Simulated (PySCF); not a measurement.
Correlation energy of B⁺ (boron, charge +1)

[He] 2s1 2p1, high-spin 3P determinant (an excited configuration). All numbers are calculated (PySCF 2.14, the spin-free X2C one-electron Hamiltonian (Gaussian nucleus), in aug-cc-pVTZ-DK). Frozen: 1s2; 2 electrons correlated.

Total MP2 correlation energy: -3.07 mhartree.

Same-spin part -3.07 and opposite-spin part 0.00 mhartree; SCS-MP2 scales them by 1/3 and 6/5 to -1.02 mhartree.
